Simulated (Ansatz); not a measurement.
Li8Sn, relaxed as a singlet with RKS PBE0-D4/def2-SVP in Ansatz, starting from the GFN1-xTB geometry. Force threshold 0.02 eV/Å.

In the def2 sets Sn takes a core potential; there is no spin–orbit coupling. The restricted singlet is unstable towards broken spin symmetry in Hartree–Fock (as tested in another run); at PBE0-D4/def2-SVP this wasn't settled. Another isomer (singlet) lies 0.20 eV lower at PBE0-D4/def2-TZVP; other spin states weren't run for this one.

Start:

```xyz
9

Li   -0.555   -1.144   -2.358
Li    0.995    1.129   -2.231
Li   -0.440   -2.165    1.986
Li    2.332    1.641   -0.047
Li    0.713    1.062    1.960
Li   -0.037    2.375   -0.164
Li    0.332   -0.296   -0.197
Li   -1.770   -0.272    1.348
Sn   -1.572   -2.330   -0.297
```

(1) Estimate the energy that the relaxation releases and the steps that it takes.

(2) Does the start keep its bonding?

(3) Predict the relaxed structure.

Results:

(1) 224.8 kJ/mol, in 17 steps; 50 s on 4 threads of Arm Neoverse V1 on a shared host. No frequencies were taken in this run, so the end may be a saddle point.

(2) Bonds lost: Li2–Li4, Li3–Li7, Li3–Li8, Li4–Li5, Li5–Li8, Li7–Li8 (atoms count from 1). Bonds formed: Li1–Li6, Li5–Sn9, Li6–Sn9 (atoms count from 1). Metal–metal contacts that move far: Li4–Li6 2.48 to 3.10 Å, Li1–Li7 2.48 to 3.00 Å.

(3) 
Cartesian coordinates in Å:
```
Li -0.868 -0.926 -2.326
Li 1.369 1.098 -3.138
Li -0.677 -2.717 2.216
Li 2.521 2.314 0.201
Li 0.466 0.498 1.963
Li -0.343 1.466 -0.626
Li 1.504 -0.511 -0.540
Li -2.875 -0.164 1.926
Sn -1.097 -1.058 0.323
```
Bond lengths (bridged metal pairs left out): 7 × Li–Li 2.71 to 3.06 Å; 6 × Li–Sn 2.55 to 2.80 Å.
